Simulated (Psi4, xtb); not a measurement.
Two rigid molecules brought together: H3N ··· HF (SMILES N and F). Monomers: optimised at B3LYP-D3(BJ) (def2-TZVP), held rigid. Orientation: a random orientation, not optimised. R is the distance of the centres of mass, along which the second monomer moves.

Geometry at R = 3.43 Å (first 4 atoms: monomer A):
```
6

N      0.0001     0.0021     0.2791
H      0.9369    -0.1060    -0.0927
H     -0.5597    -0.7594    -0.0870
H     -0.3773     0.8633    -0.0993
F     -2.6787     2.0910     0.4095
H     -2.6093     3.0112     0.4649
```

Computed with: SAPT0/jun-cc-pVDZ, frozen core (Psi4); GFN1-xTB (xtb); wB97X-V/def2-TZVP, counterpoise-corrected (Psi4); CCSD(T)/aug-cc-pVDZ = DF-CCSD(T)/aug-cc-pVDZ, frozen core, counterpoise-corrected run with Psi4.

Interaction energies in kJ/mol:

```
R / Å  SAPT0/jun-cc-pVDZ  GFN1-xTB  wB97X-V/def2-TZVP
-----  -----------------  --------  -----------------
2.81                6.77      1.01               4.14
3.03                1.39     -1.53              -0.83
3.26               -0.57     -1.75              -2.29
3.43               -1.02     -1.45              -2.36
3.65               -1.13     -1.02              -2.03
3.82               -1.05     -0.75              -1.69
4.15               -0.82     -0.44              -1.11
4.41               -0.64     -0.32              -0.80
4.94               -0.39     -0.18              -0.43
5.62               -0.21     -0.09              -0.23
6.64               -0.10     -0.04              -0.10
7.91               -0.05     -0.01              -0.05
```

What does CCSD(T)/aug-cc-pVDZ give at the same points?

2.81: 5.44; 3.03: 0.17; 3.26: -1.55; 3.43: -1.82; 3.65: -1.70; 3.82: -1.49; 4.15: -1.07; 4.41: -0.80; 4.94: -0.46; 5.62: -0.24; 6.64: -0.11; 7.91: -0.05 (kJ/mol).
